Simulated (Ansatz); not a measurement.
`BOBF` + `[F][GeH2][GeH3]` → `F[BH][GeH2][F]` + `B[O][GeH3]` at 400 K and 1 bar (redistribution).

Calculated with Ansatz (gas phase, PBE0-D4/def2-TZVP geometries, no zero-point term in ΔE). CBS: MP2 limit from def2 TZ/QZ plus the TZ coupled-cluster correction, frozen cores. For Ge outer-core shells are correlated without core-valence functions, which leaves a few kJ/mol of doubt a bond. Scalar relativity is left out up to krypton. One conformer a species, not always the lowest.

```csv
species,CCSD(T)/CBS energy (Eh),H − E (kJ/mol),S (J/(mol·K))
`BOBF`,-226.48924,132.3,312.6
`[F][GeH2][GeH3]`,-4255.04883,137.5,369.0
`F[BH][GeH2][F]`,-2302.35660,113.9,354.4
`B[O][GeH3]`,-2179.12438,153.4,330.5
```

H − E and S are ideal-gas, rigid-rotor, harmonic terms from PBE0-D4/def2-TZVP, for one conformer and one mirror image of each species. 1 Eh = 2625.50 kJ/mol, R = 8.31446 J/(mol·K).

Task: By hand: ΔE, ΔH, ΔS and ΔG.

Result: ΔE = (-2302.35660) + (-2179.12438) − (-226.48924) − (-4255.04883) = 0.05709 Eh = 149.9 kJ/mol. Δ(H − E) = 113.9 + 153.4 − 132.3 − 137.5 = -2.5, so ΔH = 147.4 kJ/mol. ΔS = 354.4 + 330.5 − 312.6 − 369.0 = 3.3 J/(mol·K). ΔG = 147.4 − 400 × (3.3)/1000 = 146.1 kJ/mol.

Task: By hand: the equilibrium constant, and the temperature at which ΔG would vanish if ΔH and ΔS stayed fixed.

Result: log₁₀ K = −ΔG/(RT ln 10) = -19.1. ΔG = 0 at ΔH/ΔS = 44667 K, far beyond where these terms or the molecules hold.

The number of gas molecules stays the same, so ΔS is small and ΔH decides. A doubt of 5 kJ/mol in ΔE shifts log₁₀ K by 0.7 here. Other conformers and mirror images would add mixing entropy, several J/(mol·K) or more a flexible species. These are equilibria of isolated gas molecules and say nothing of rates. Largest T1 diagnostic: 0.013 (customary marks: 0.02 for closed shells, 0.045 for open ones).
